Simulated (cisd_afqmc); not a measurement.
Input (AFQMC/CISD/cc-pV(D+d)Z; cisd_afqmc is a phaseless AFQMC code with CISD trial states that reads the integrals written by Ansatz): A basis named .json is the Basis Set Exchange file of that set.

Ansatz 0.2 input:
```python
import cisd_afqmc

open("ham.yaml", "w").write("""\
crystal:
  periodic: [false, false, false]
  atoms:
    - {symbol: C, position_ang: [-0.80494945, -0.26316932, 0.07567605]}
    - {symbol: F, position_ang: [-1.09628070, -0.43995401, -1.23215786]}
    - {symbol: Si, position_ang: [0.88270854, 0.32776363, 0.55847743]}
    - {symbol: H, position_ang: [-1.64762624, -0.50450431, 0.71443597]}
    - {symbol: H, position_ang: [1.92915448, -0.61896929, 0.10279025]}
    - {symbol: H, position_ang: [1.17266475, 1.65495685, -0.03607006]}
    - {symbol: H, position_ang: [0.88411042, 0.41842783, 2.03552424]}
basis:
  gaussian:
    orbitals: cc-pV_D+d_Z.json
magnetization: {spin_polarized: true, initial_magnetization: 1}
correlation: {method: ccsd, electrons: outside_noble_gas, hamiltonian_folder: ham}
""")
rep = cisd_afqmc.ansatz("ham.yaml")
e_ccsd = rep["correlation"]["coupled_cluster"]["energy"]["hartree"]
out = cisd_afqmc.run("ham", e_ccsd, trial="CISD", walkers=100, populations=8, threads=8, dt=0.005, steps=40, early=24, settle=10, least=32,
    cut=5e-5, rank_cut=2e-4, target=0.0004, seconds=1500, seed=1, memory=17280, gpu=False)
```

Output:

```
orbitals 64, occupied [10, 9], factors 380 of 687, rank of the doubles 375 of 1035
E(HF) = -428.516573
E(CCSD) on the cut factors = -428.959436, shift to the whole factors -0.000013
Energy of the trial state on the determinant = -428.959386
  tau behind 7.2 of longer steps, mean of the populations' last blocks
   2.0  -428.97129
   4.0  -428.97294
   6.0  -428.97095
   8.0  -428.97218
  10.0  -428.97060
  12.0  -428.97089
blocks 483 (1 outliers left out), error by blocks joined: 1: 0.00026, 2: 0.00030, 4: 0.00037, 8: 0.00040, 16: 0.00036
E(AFQMC/CISD) = -428.97125 +/- 0.00040
```

The two halves of the walk average -428.97226 and -428.97024 Eh, farther apart than the printed bar allows, so the bar may be too narrow.
